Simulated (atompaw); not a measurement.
**Before and after: PAW (atompaw) potential for strontium**

atompaw 4.2.0.5 input, output lines left out:

```
Sr 38
GGA-PBE scalarrelativistic loggrid 1500 logderivrange -2 5 176
5 5 4 0 0 0
5 1 0
4 2 0
0 0 0
c
c
c
c
v
c
c
c
v
c
v
2
3.00 2.80 2.05 2.05
y
0.15
n
y
1.1
n
y
3.85
n
custom rrkj gramschmidtortho besselshape
3 0 troulliermartins
3.00
3.00
1.65
3.00
2.25
2.25
```

All-electron outer shells of the reference configuration (PBE, scalar-relativistic, ld1.x):

| shell | level (eV) | outermost node (bohr) | outermost maximum (bohr) |
| --- | --- | --- | --- |
| 4s | -40.90 | 0.59 | 1.19 |
| 4p | -22.82 | 0.61 | 1.33 |
| 5s | -3.53 | 1.65 | 3.72 |
| 5p | -1.28 | 1.96 | 4.83 |
| 4d | -1.28 | 0.65 | 2.12 |

Change: local potential troulliermartins scheme with l = 3 at 0 Ry, radius 2.62 bohr.

Cutoffs: the cutoffs (Ry, on a coarse ladder) from which the occupation-weighted sum of valence levels, in a spherical-Bessel basis at the reference potential, stays within 10 and 1 mRy of its value at 400 Ry; they do not see the model core or the augmentation charge, which bear on the density cutoff.

**Question.** What does the change do?

**Answer.** Both files are so soft that the ladder of cutoffs tells neither apart; both files keep a bound ghost (p, s); the range in which the p phases agree widens (upper end 2.6 → 4.2).

```csv
quantity,base,changed
"cutoff, loose",6 Ry,6 Ry
"cutoff, tight",6 Ry,6 Ry
bound ghosts,"s, p","s, p"
s: phases at 3.00 bohr within 0.05 rad from the reference energy up to (Ry; the scan ends near 5),2.1,3.0
p: phases at 3.00 bohr within 0.05 rad from the reference energy up to (Ry; the scan ends near 5),2.6,4.2
d: phases at 3.00 bohr within 0.05 rad from the reference energy up to (Ry; the scan ends near 5),to the end of the scan,to the end of the scan
lowest overlap eigenvalue by channel,"s 0.62, p 0.09, d 0.17","s 0.62, p 0.08, d 0.32"
```

Base: The cutoffs count occupied waves only; the empty 5p level needs 15 Ry at the loose tolerance. The 5p radius (1.65 bohr) lies inside the outermost node of the all-electron wave (1.96 bohr), which a nodeless pseudo-wave cannot match soundly. Changed file: The cutoffs count occupied waves only; the empty 5p level needs 15 Ry at the loose tolerance. The 5p radius (1.65 bohr) lies inside the outermost node of the all-electron wave (1.96 bohr), which a nodeless pseudo-wave cannot match soundly. A true bound ghost makes a file unfit for plane-wave use even where its test errors are small: the radial tests pick states by their node count and pass the ghost by. The cutoffs see the waves, projectors and local potential, not the compensation charge or the core.
